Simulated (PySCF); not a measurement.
Isomers of C3H2O2. All species are isolated molecules in the gas phase. One relaxed conformer stands for each flexible species; it need not be the lowest. Strings in code marks are SMILES.

The S1–T1 gap (TDA) from two functionals at the same geometries (B3LYP-D3(BJ)/def2-TZVP), both in PySCF: PBE-D3(BJ)/def2-TZVP and M06-2X/def2-TZVP. Excitations are Tamm–Dancoff values on a coarser integration grid. The basis has no diffuse functions, so Rydberg states are missing or too high.

```json
[
 {"species": "`C(#C)OC=O`", "PBE-D3(BJ)/def2-TZVP (eV)": "0.59"},
 {"species": "`O=c1cc1O` (C–C–O–H torsion 0°)", "PBE-D3(BJ)/def2-TZVP (eV)": "0.46"},
 {"species": "`O=C1[C@H]2O[C@@H]12`", "PBE-D3(BJ)/def2-TZVP (eV)": "0.95"}
]
```

**Question.** What does M06-2X/def2-TZVP give for each?

**Answer.** 
- `C(#C)OC=O`: 0.45
- `O=c1cc1O` (C–C–O–H torsion 0°): 0.37
- `O=C1[C@H]2O[C@@H]12`: 0.47
Over these rows, drawn at random from the members with no instability flagged (it was tested for open shells, ions and some series alone), PBE minus M06-2X: mean +0.24 eV, from +0.09 eV to +0.48 eV.
